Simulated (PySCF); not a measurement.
TeCl2, SMILES Cl[Te]Cl.

Geometry: PBE-D3(BJ)/def2-TZVP. The isomer is the one that the SMILES or the coordinates give; other isomers of the formula were not compared. The def2 effective core potentials stand for the cores of Te; spin–orbit coupling is left out.

Method: TDDFT-CAM-B3LYP/def2-SVPD (PySCF 2.14.0).

Vertical excitations. Gas-phase values at a fixed geometry. State labels are in the subgroup C2v.

```
state  symmetry  energy (eV)  λ (nm)      f                            main pairs
-----  --------  -----------  ------  -----  ------------------------------------
S1           B1         2.36     526  0.001                       HOMO→LUMO 100 %
S2           A2         2.36     526  0.000                      HOMO→LUMO+1 99 %
S3           B2         5.19     239  0.002  HOMO−1→LUMO 70 %, HOMO−2→LUMO+1 28 %
S4           A1         5.29     234  0.015  HOMO−1→LUMO+1 49 %, HOMO−2→LUMO 45 %
S5           A2         5.37     231  0.000                      HOMO−3→LUMO 92 %
S6           B1         5.63     220  0.001  HOMO−3→LUMO+1 80 %, HOMO−4→LUMO 16 %
S7           A1         5.69     218  0.009  HOMO−2→LUMO 51 %, HOMO−1→LUMO+1 48 %
S8           B1         6.07     204  0.074                      HOMO→LUMO+2 93 %
S9           B1         6.32     196  0.001  HOMO−4→LUMO 81 %, HOMO−3→LUMO+1 16 %
S10          B2         6.40     194  0.135  HOMO−2→LUMO+1 63 %, HOMO−1→LUMO 24 %
T1           B1         1.65     749      0                        HOMO→LUMO 98 %
T2           A2         1.73     717      0                      HOMO→LUMO+1 97 %
T3           B2         4.59     270      0  HOMO−1→LUMO 71 %, HOMO−2→LUMO+1 26 %
T4           A1         4.69     265      0  HOMO−2→LUMO 76 %, HOMO−1→LUMO+1 19 %
```
Triplets are in the Tamm–Dancoff approximation, which puts them higher than full response would, so one can lie above its singlet here.
